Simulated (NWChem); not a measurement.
Molecule: SiH₂Cl, doublet; SMILES [SiH2]Cl

All runs: NWChem. Spin-unrestricted. In the optimisation the excess spin sits in a' (Cs, its own frame). Coordinates come from a PBE-D3(BJ)/def2-SVP, spin-unrestricted optimisation. No stability test was run on the SCF state. Level B3LYP/def2-SVPD: single points from the atomic guess with DIIS by default; each run changes one setting, and all converged runs end within 0.3 mHa of each other.

Question: Which setting needs the most SCF iterations, or fails (occupation smearing of 0.005 Ha; defaults; DIIS on 3 Fock matrices; DIIS on 20 Fock matrices; level shift of 0.5 Ha throughout)?

Answer: level shift of 0.5 Ha throughout, with 14 against 7 for the defaults.
```csv
setting,SCF iterations
defaults,7
occupation smearing of 0.005 Ha,7
DIIS on 3 Fock matrices,7
level shift of 0.5 Ha throughout,14
DIIS on 20 Fock matrices,7
```
